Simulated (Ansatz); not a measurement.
`F[Si](F)(F)[GeH3]` + HI → `F[Si](F)(F)I` + GeH₄ at 500 K and 1 bar (cleavage of the Si–Ge bond).

Calculated with Ansatz (gas phase, PBE0-D4/def2-TZVP geometries, no zero-point term in ΔE). CCSD(T)/CBS is the MP2 limit (def2-TZVPP, def2-QZVPP) plus CCSD(T) − MP2 in def2-TZVPP, frozen cores. def2 core potentials past Kr. For Ge, I outer-core shells are correlated without core-valence functions, which leaves a few kJ/mol of doubt a bond. Scalar relativity is left out up to krypton.

```json
{"species": "`F[Si](F)(F)[GeH3]`", "CCSD(T)/CBS energy (Eh)": "-2666.58098", "H − E (kJ/mol)": "133.3", "S (J/(mol·K))": "417.5"}
{"species": "HI", "CCSD(T)/CBS energy (Eh)": "-298.03592", "H − E (kJ/mol)": "28.6", "S (J/(mol·K))": "221.6"}
{"species": "`F[Si](F)(F)I`", "CCSD(T)/CBS energy (Eh)": "-886.14639", "H − E (kJ/mol)": "62.6", "S (J/(mol·K))": "374.0"}
{"species": "GeH₄", "CCSD(T)/CBS energy (Eh)": "-2078.49493", "H − E (kJ/mol)": "99.4", "S (J/(mol·K))": "244.6"}
```

H − E and S are ideal-gas, rigid-rotor, harmonic terms from PBE0-D4/def2-TZVP. 1 Eh = 2625.50 kJ/mol, R = 8.31446 J/(mol·K).

Problem. By hand: ΔE, ΔH, ΔS and ΔG.

Solution. ΔE = (-886.14639) + (-2078.49493) − (-2666.58098) − (-298.03592) = -0.02442 Eh = -64.1 kJ/mol. Δ(H − E) = 62.6 + 99.4 − 133.3 − 28.6 = 0.1, so ΔH = -64.0 kJ/mol. ΔS = 374.0 + 244.6 − 417.5 − 221.6 = -20.5 J/(mol·K). ΔG = -64.0 − 500 × (-20.5)/1000 = -53.8 kJ/mol.

Problem. By hand: the equilibrium constant, and the temperature at which ΔG would vanish if ΔH and ΔS stayed fixed.

Solution. log₁₀ K = −ΔG/(RT ln 10) = 5.6. ΔG = 0 at ΔH/ΔS = 3122 K, far beyond where these terms or the molecules hold.

ΔH outweighs TΔS. A doubt of 5 kJ/mol in ΔE shifts log₁₀ K by 0.5 here. These are equilibria of isolated gas molecules and say nothing of rates. Largest T1 diagnostic: 0.012 (customary marks: 0.02 for closed shells, 0.045 for open ones).
